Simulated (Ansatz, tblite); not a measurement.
Forces on the cluster Rb₈⁻ at its PBE/def2-SVPD geometry. The state is a doublet with charge -1.

In the def2 sets Rb takes a core potential; there is no spin–orbit coupling. The xTB rows come from tblite. At PBE/def2-TZVPD the highest occupied level of the charge -1 doublet lies above zero (up to 0.06 eV). It is a level of α spin, whose loss leaves a singlet; that state wasn't run at this geometry and level. The electron is either unbound and held by the finite basis, or the level is raised by self-interaction error. The structure comes from a short search, and lower isomers may exist.

GFN1-xTB (tblite), largest force 0.36 eV/Å:

```xyz
8
positions Å, forces eV/Å
Rb    0.522    4.089   -2.032   -0.026   -0.222    0.126
Rb    3.078   -0.092   -1.063   -0.330    0.094   -0.010
Rb    0.648    2.089    2.397   -0.080   -0.318   -0.151
Rb   -0.466    0.232   -4.546    0.028   -0.023    0.255
Rb   -2.327   -1.751    3.542    0.118    0.107   -0.196
Rb   -3.048    1.042   -0.354    0.336   -0.033   -0.076
Rb    2.259   -2.581    3.022   -0.117    0.148   -0.176
Rb   -0.667   -3.027   -0.967    0.070    0.247    0.227
```

GFN2-xTB (tblite), largest force 0.46 eV/Å:

```
Rb 0.023 0.241 -0.193
Rb 0.449 -0.063 -0.079
Rb 0.095 0.355 0.275
Rb -0.020 0.078 -0.294
Rb -0.098 -0.145 0.254
Rb -0.446 0.104 0.024
Rb 0.094 -0.178 0.234
Rb -0.098 -0.391 -0.220
```

PBE/def2-TZVPD (Ansatz), largest force 0.01 eV/Å:

```
Rb 0.000 -0.006 0.002
Rb -0.002 -0.001 0.004
Rb 0.004 0.002 -0.002
Rb 0.000 0.001 0.007
Rb -0.001 0.002 -0.002
Rb -0.003 -0.002 -0.002
Rb 0.002 0.003 -0.003
Rb 0.000 0.002 -0.004
```
